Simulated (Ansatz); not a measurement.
Cost and result up the ladder for the cluster SbTe4 (5 atoms). Total charge 0; doublet. Geometry: PBE-D4/def2-SVP.

| atom | x (Å) | y (Å) | z (Å) |
| --- | --- | --- | --- |
| Sb1 | -0.2488 | -1.6734 | 0.1505 |
| Te2 | -2.5070 | -0.6240 | -1.2113 |
| Te3 | 1.6552 | 1.9100 | 0.6961 |
| Te4 | 2.2521 | -0.4432 | -0.5876 |
| Te5 | -1.1515 | 0.8306 | 0.9523 |

Ansatz on 4 threads of Intel Xeon 6975P-C on a shared host. Times are rough, and most runs start from the orbitals of an earlier one. PBE0-D4/def2-TZVP serves as the yardstick here, not as an exact answer. Differences are given only for rows in sets of like size (and for xTB, whose basis is part of the method), since another set adds its own error. Binding counts from free atoms at the same level (Sb quartet, Te triplet; other spins of the atoms weren't run), without zero-point energy or a counterpoise term.

In the def2 sets Sb, Te take a core potential; there is no spin–orbit coupling. B3LYP takes the VWN-RPA correlation. Correlated methods freeze 20 core orbitals; core or outer-core shells of Sb, Te are correlated, in sets that lack core-valence functions. The rows differ in basis, and correlated rows in double-zeta sets carry the largest basis error. Another isomer (doublet) lies 0.53 eV lower at PBE0-D4/def2-TZVP; other spin states weren't run for this one.

Correlated methods converge slowly with the basis, most of all in double-zeta sets.

| level | functions | binding energy per atom (eV) | difference from PBE0-D4/def2-TZVP (eV) | remarks |
| --- | --- | --- | --- | --- |
| CCSD(T)/def2-SVP | 130 | 1.38 | – | spin-contaminated (⟨S²⟩ 0.94) |
| PBE0-D4/def2-TZVP | 250 | 1.96 | 0.00 | – |
| r2SCAN-D4/def2-TZVP | 250 | 1.93 | -0.03 | – |
| PBE-D4/def2-TZVP (with forces) | 250 | 2.20 | 0.24 | – |
| B3LYP-D4/def2-TZVP | 250 | 1.95 | -0.01 | – |
| BHLYP-D4/def2-TZVP | 250 | 1.72 | -0.24 | – |

**Question.** Estimate how long each takes.

**Answer.** PBE-D4/def2-TZVP (with forces) 6 s; r2SCAN-D4/def2-TZVP 9.5 s; B3LYP-D4/def2-TZVP 13 s; BHLYP-D4/def2-TZVP 13 s; PBE0-D4/def2-TZVP 18 s; CCSD(T)/def2-SVP 2.1 min. On shared hardware such times vary by a factor of up to 3.
